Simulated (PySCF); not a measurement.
C4H4BF, SMILES FB1C=CC=C1.

Geometry: B3LYP-D3(BJ)/def2-SVP. This is a generated structure with no PubChem entry under its InChIKey; it may be hypothetical.

Computed with B3LYP-D3(BJ)/def2-SVP run with PySCF 2.14.0.

Frequencies are harmonic and unscaled.

```csv
mode,ν (cm⁻¹),IR (km/mol),moving atoms (share of kinetic energy)
1,154,0.0,"C 50 %, F 21 %, H 15 %, B 13 %"
2,370,1.8,"F 40 %, C 37 %, H 12 %, B 11 %"
3,400,0.0,"C 62 %, H 38 %"
4,542,0.0,"F 48 %, C 36 %, B 11 %"
5,609,2.0,"H 47 %, B 38 %, C 13 %"
6,703,0.0,"C 74 %, B 18 %"
7,750,0.0,"H 71 %, C 29 %"
8,773,118.9,"H 48 %, B 32 %, C 19 %"
9,801,0.0,"C 70 %, H 27 %"
10,930,0.9,"C 73 %, H 25 %"
11,1008,0.0,"H 77 %, C 22 %"
12,1008,0.0,"H 70 %, C 30 %"
13,1061,28.2,"H 63 %, B 31 %"
14,1069,0.0,H 94 %
15,1111,46.5,"H 48 %, C 31 %, B 20 %"
16,1315,4.7,"H 59 %, C 37 %"
17,1331,4.4,"H 48 %, C 36 %, B 12 %"
18,1431,379.7,"B 59 %, F 16 %, C 14 %, H 11 %"
19,1607,63.9,C 92 %
20,1646,1.3,"C 89 %, H 10 %"
21,3166,10.4,"H 92 %, C 8 %"
22,3178,21.0,"H 92 %, C 8 %"
23,3218,4.6,"H 91 %, C 9 %"
24,3220,0.1,"H 91 %, C 9 %"
```
